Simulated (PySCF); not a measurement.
C2H10O2Si2, SMILES CO[Si@@H](O)C[SiH3]. Geometry optimised at B3LYP-D3(BJ)/def2-SVP. The structure was generated by enumeration; whether it is a known compound was not checked. One conformer was computed; it need not be the lowest.

Computed equilibrium geometry at B3LYP-D3(BJ)/def2-SVP (PySCF confirms it by a frequency run) as bond lengths and angles (one conformer of several):
Atoms: C1 O2 Si3 O4 C5 Si6 H7 H8 H9 H10 H11 H12 H13 H14 H15 H16. Bonded distances (Å): C1–O2 1.410, C1–H7 1.106, C1–H8 1.105, C1–H9 1.101, O2–Si3 1.666, Si3–O4 1.668, Si3–C5 1.866, Si3–H10 1.485, O4–H11 0.965, C5–Si6 1.890, C5–H12 1.104, C5–H13 1.104, Si6–H14 1.488, Si6–H15 1.494, Si6–H16 1.497. Angles (°): O2–C1–H7 111.7, O2–C1–H8 111.7, O2–C1–H9 108.8, H7–C1–H8 108.0, H7–C1–H9 108.1, H8–C1–H9 108.4, C1–O2–Si3 125.0, O2–Si3–O4 111.4, O2–Si3–C5 104.1, O2–Si3–H10 110.8, O4–Si3–C5 112.0, O4–Si3–H10 104.1, C5–Si3–H10 114.6, Si3–O4–H11 116.4, Si3–C5–Si6 113.1, Si3–C5–H12 109.7, Si3–C5–H13 108.8, Si6–C5–H12 108.7, Si6–C5–H13 109.3, H12–C5–H13 107.1, C5–Si6–H14 111.5, C5–Si6–H15 110.9, C5–Si6–H16 109.4, H14–Si6–H15 108.8, H14–Si6–H16 108.6, H15–Si6–H16 107.5.
Charge 0, spin multiplicity 1.
